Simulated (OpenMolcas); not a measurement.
**Pb: from CASSCF to CASPT2**

```yaml
Program: OpenMolcas
Basis: ANO-RCC-VTZP [8s7p5d3f2g]
Scalar_Hamiltonian: X2C, point nucleus
Active_space: 4 electrons in 4 orbitals (6s 6p)
State_averaging: 2S+1 = 3 even, 3 roots; 2S+1 = 1 even, 6 roots; 2S+1 = 5 odd, 1 root; 2S+1 = 3 odd, 5 roots (0 in the spin-orbit step)
Spin-orbit_coupling: state interaction with AMFI integrals over the reference wave functions, term energies averaged over their components
```

Methods on the same reference wave functions:
A. CASSCF
B. SS-CASPT2, IPEA 0.25 Eh, imaginary shift 0.1 Eh (closed shells correlated: 5d)

Energies in cm⁻¹ above 6s² 6p² ³P₀, the measured ground level; measured values from NIST Handbook of Basic Atomic Spectroscopic Data.

```
             Level      A      B  Measured
       6s² 6p² ³P₀    0.0    0.0       0.0
       6s² 6p² ³P₁   6576   6650      7819
6s² 6p² ³P₂ [62 %]  10154   9530     10650
6s² 6p² ¹D₂ [62 %]  20151  18840     21458
       6s² 6p² ¹S₀  28400  27930     29467
```

Deviations, from unrounded energies. A percentage is the sum of absolute deviations over the sum of measured energies, with the sign that they share, or ± where signs differ.

| Against measurement | Levels | A | B |
| --- | --- | --- | --- |
| mean absolute deviation (cm-1) | 4 | 1000 | 1600 |
| fine structure of the ground term (%) | 2 | -9.4 | -12.4 |
| other terms of the ground configuration (%) | 2 | -4.7 | -8.2 |

A lies closest to measurement on these levels. The largest miss of A in the table is 6s² 6p² ¹D₂ [62 %], by -1300 cm-1. The ranking rests on the paired levels alone, and a cruder setting can come out closer through cancelling errors.

From A to B the spin-free energies of the other terms of 6s² 6p² shown, above ³P, scale by factors of 0.72 to 0.96.

The lowest spin-free term lies below A's lowest term by 0.451 hartree in B.

Term energies are means over components that CASPT2 splits; among the terms shown or strongly mixed into the levels shown the widest spread is 23 cm-1 (6s² 6p² ¹D, B). Some high roots are left out of the spin-orbit mixing, which shifts the levels that they would mix with. Spin-orbit splittings of 6p shells tend to come out small when the coupling is added on scalar orbitals. Computed and measured levels are paired by configuration, term and J; levels that our copy of the source lacks, or whose pairing is in doubt (as where it misses far off the trend of its configuration), stay unpaired and out of the deviations. Where the source uses jj or jK labels, the order within each J decides. Only configurations of the active space appear. The table leaves out levels that lie high or whose names do not pair safely across all columns.

A share in square brackets marks a mixed level and gives the weight of the term that names it, the lowest over the columns.
